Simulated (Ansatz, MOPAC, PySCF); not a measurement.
Pair of molecules: AsH3 (SMILES [AsH3]) (first 4 atoms) with HI (SMILES I); geometry from B3LYP-D3(BJ)/def2-TZVP, rigid monomers moved along the line of their centres of mass till As1···H6 is 3.11 Å.
(charge 0, multiplicity 1):
```json
[
 {"atom": "As", "x (Å)": "0.0328", "y (Å)": "0.5840", "z (Å)": "0.3723"},
 {"atom": "H", "x (Å)": "-0.7731", "y (Å)": "1.7791", "z (Å)": "-0.1156"},
 {"atom": "H", "x (Å)": "-0.2260", "y (Å)": "-0.2164", "z (Å)": "-0.8959"},
 {"atom": "H", "x (Å)": "1.3454", "y (Å)": "1.1482", "z (Å)": "-0.1517"},
 {"atom": "I", "x (Å)": "-0.4314", "y (Å)": "-1.2248", "z (Å)": "4.7221"},
 {"atom": "H", "x (Å)": "-0.2726", "y (Å)": "-0.6050", "z (Å)": "3.2261"}
]
```

Counterpoise-corrected where a basis set is named; no monomer relaxation.

The state reached by PM6 isn't checked.

The values were computed with Ansatz (Gaussian basis) for Hartree–Fock, density functionals and correlated methods; MOPAC for PM6 (differences of heats of formation); PySCF for the dispersion terms. Each number belongs to the level named beside it. In def2 rows elements past Kr take small-core potentials, without spin–orbit coupling.

One of these levels gives -2.05 kcal/mol for the interaction energy. Name it.
A. PBE0-D4/def2-TZVPPD
B. PM6
C. r2SCAN/def2-TZVPPD

A, PBE0-D4/def2-TZVPPD. The others give -0.67 (PM6), -1.35 (r2SCAN/def2-TZVPPD)

Ansatz is a quantum-chemistry and plane-wave program.
